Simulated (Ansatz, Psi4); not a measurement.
# From Psi4 to Ansatz

Psi4 1.11 runs this on CH3In (SMILES C[In]):

job.py:
```python
import psi4

psi4.set_memory(2200000000)
psi4.set_num_threads(1)
psi4.core.set_output_file('ch3in.out', False)

molecule = psi4.geometry("""
0 1
C
In 1 2.237599
H 1 1.095905 2 111.2562
H 1 1.095905 3 107.62869 2 122.12592
H 1 1.0959 3 107.62891 4 115.74742
symmetry c1
no_reorient
no_com
""")

psi4.set_options({
    'basis': 'def2-SVPD',
    'reference': 'rks',
    'puream': True,
    'e_convergence': 1e-09,
    'd_convergence': 1e-08,
    'scf_type': 'pk',
    'dft_radial_points': 99,
    'dft_spherical_points': 590,
})

E, wfn = psi4.energy('b3lyp', return_wfn=True)
psi4.oeprop(wfn, 'WIBERG_LOWDIN_INDICES', 'QUADRUPOLE', 'LOWDIN_CHARGES')
print(f'b3lyp energy: {E:.10f} Eh')
```

```bash
$ python job.py
```

The shape is that of a PBE0-D4/def2-TZVP optimisation.

It gives a total energy of -230.078229 Eh.

Translate the job to Ansatz 0.2.0 as an input file of the program's own.

For example:

in.yaml:
```yaml
crystal:
  periodic: [false, false, false]
  atoms:
    - {symbol: C, position_ang: [-0.182770, 0.073150, -0.070580]}
    - {symbol: In, position_ang: [1.772750, -0.709460, 0.684610]}
    - {symbol: H, position_ang: [-0.972960, -0.040920, 0.680150]}
    - {symbol: H, position_ang: [-0.502560, -0.460530, -0.972760]}
    - {symbol: H, position_ang: [-0.114460, 1.137770, -0.321410]}
basis:
  gaussian:
    orbitals: def2-SVPD
hamiltonian:
  xc: {name: B3LYP}
accuracy: high
output: {orbitals: {seedname: orbitals}}
```

```bash
$ ansatz run in.yaml --threads 1 --pin off --max-ram 3480MiB --events-out events.jsonl --progress --plain --runs-dir runs
```

Its energy is -230.078229 Eh, the same as the first but for the last digit, at most.
